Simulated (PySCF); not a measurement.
# Ca (calcium, neutral) across methods

[Ar] 3d2, high-spin 3F determinant (an excited configuration). All numbers are calculated (PySCF 2.14, scalar relativity by spin-free X2C-1e, in aug-cc-pVDZ-X2C (6s5p3d, 36 functions)).

| method | E (hartree) | mean ε 3p α (eV) | mean ε 3p β (eV) | mean ε 3d α (eV) | Σ⟨r²⟩ (bohr²) | ⟨S²⟩ |
| --- | --- | --- | --- | --- | --- | --- |
| revPBE | -680.201 | -25.345 | -24.741 | -1.104 | 60.28 | 2.000 |
| PBE0 | -680.105 | -27.672 | -26.898 | -1.541 | 58.39 | 2.000 |
| wB97M-V | -680.226 | -29.713 | -28.985 | -2.785 | 55.99 | 2.000 |
| r2SCAN | -680.247 | -25.980 | -25.246 | -1.019 | 58.50 | 2.000 |
| LDA | -678.417 | -25.242 | -24.649 | -1.042 | 58.99 | 2.000 |
| UHF | -679.42456 | -34.628 | -33.507 | -2.702 | 62.43 | 2.000 |
| B3LYP | -680.304 | -27.143 | -26.447 | -1.449 | 58.24 | 2.000 |
| PBE | -680.075 | -25.310 | -24.695 | -1.089 | 59.80 | 2.000 |
| M06-L | -680.250 | -26.388 | -25.776 | -0.947 | 60.85 | 2.000 |
